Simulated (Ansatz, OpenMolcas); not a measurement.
OpenMolcas → Ansatz

OpenMolcas 26.06 runs this on AsH2 (SMILES [AsH2]):

mol.inp:
```
>>> EXPORT MOLCAS_PRINT=2

&GATEWAY
  BasLib=$CurrDir
  Coord
  3
  angstrom
  As      -0.573310       0.327430      -0.274790
  H        0.680410       0.795730       0.459110
  H       -0.107090      -1.123160      -0.184320
  Basis=cc-pVTZ
  Group=NoSym

&SEWARD
  GridInput
  Grid=UltraFine
  End of Grid

&SCF
  UHF
  Spin=2
  KSDFT=revPBE
  Thresholds=1e-10 1e-07 1e-07 1e-05
  PrOrbitals=1 2

&ALASKA
```

```bash
$ export MOLCAS_MEM=1860
$ pymolcas mol.inp > mol.log
```

(Basis files named in the input come from the Basis Set Exchange and aren't shown.)

The shape is that of a PBE0-D4/def2-TZVP optimisation.

It gives a total energy of -2236.902056 Eh.

Q: How is this level of theory, on these atoms, set up in Ansatz 0.2.0 as an input file of the program's own, asking for the energy?

A: One way, which was run:

in.yaml:
```yaml
crystal:
  periodic: [false, false, false]
  atoms:
    - {symbol: As, position_ang: [-0.573310, 0.327430, -0.274790]}
    - {symbol: H, position_ang: [0.680410, 0.795730, 0.459110]}
    - {symbol: H, position_ang: [-0.107090, -1.123160, -0.184320]}
basis:
  gaussian:
    orbitals: cc-pVTZ
magnetization:
  spin_polarized: true
  initial_magnetization: 1
hamiltonian:
  xc: {name: revPBE}
accuracy: high
output:
  orbitals: {seedname: orbitals}
```

```bash
$ ansatz run in.yaml --threads 1 --pin off --max-ram 3480MiB --events-out events.jsonl --progress --plain --runs-dir runs
```

Its energy is -2236.902074 Eh, 0.018 mEh from the first.
